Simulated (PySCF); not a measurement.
# From a cheap method to the best ionisation energy

Calculated results; nothing here was measured. The program is PySCF 2.14.0, an open-source quantum chemistry code, run on isolated molecules that a program drew, which may never have been made.

Each row is one molecule at its Hartree-Fock double-zeta minimum. Values are energies in eV to remove one electron at fixed geometry, as differences of total energies, from the first spin state named to the second. Koopmans is minus the highest occupied HF orbital energy, given where it applies. The basis family is cc-pV(n+d)Z, with diffuse functions on anions, UHF for radicals and no spin-orbit coupling. Best is HF at quadruple zeta, plus MP2 correlation extrapolated from triple and quadruple zeta, plus CCSD(T) minus MP2 at triple zeta, with a frozen core. The other columns are at triple zeta. The step is the size of the change in best from the same recipe one zeta lower. Germanium has the cc-pVnZ-PP basis, with a core potential (ECP10MDF) in place of its 10 inner electrons, and its 3s, 3p and 3d shells are frozen in MP2 and coupled-cluster steps.

| SMILES | charge | spin states | Koopmans | CCSD | MP2 | wB97X | r2SCAN | CCSD(T) | best | step |
|---|---|---|---|---|---|---|---|---|---|---|
| [NH2][AlH+] | +1 | singlet to doublet | 17.28 | 16.45 | 16.68 | 16.62 | 16.54 | 16.56 | 16.72 | 0.04 |
| F[BH][AlH+] | +1 | singlet to doublet | 16.65 | 16.41 | 16.35 | 16.33 | 16.04 | 16.38 | 16.50 | 0.02 |
| [BH+]C | +1 | singlet to doublet | 22.11 | 21.55 | 21.67 | 21.46 | 21.22 | 21.57 | 21.69 | 0.04 |
| [Cl][GeH2+] | +1 | singlet to doublet | 18.71 | 18.07 | 18.30 | 18.16 | 18.01 | 18.14 | 18.32 | 0.07 |
| F[SiH+]F | +1 | singlet to doublet | 23.75 | 23.09 | 22.92 | 22.82 | 22.25 | 22.95 | 23.09 | 0.02 |
| [BH2][Al+][F] | +1 | singlet to doublet | 17.83 | 17.76 | 17.65 | 17.76 | 17.56 | 17.77 | 17.87 | 0.02 |
| F[B+]Cl | +1 | singlet to doublet | 21.75 | 21.30 | 21.46 | 21.40 | 21.39 | 21.35 | 21.54 | 0.08 |
| [F][AlH+] | +1 | singlet to doublet | ? | ? | ? | ? | 20.88 | ? | ? | ? |

**Estimate the best value of the last row from its r2SCAN value.**

A least-squares line through the other rows is best = -0.38 + 1.040 x r2SCAN, with a scatter of 0.23 eV (squared misfits over 5 degrees of freedom). At 20.88 eV it gives 21.34 eV. The calculation gives 21.25 eV, with a step of 0.01 eV, so the line misses by 0.09 eV. Over the other rows r2SCAN lies on average 0.39 eV below best. The rest of the last row: 21.21 (CCSD), 20.95 (MP2), 21.30 (wB97X), 21.16 (CCSD(T)), 21.40 (Koopmans).
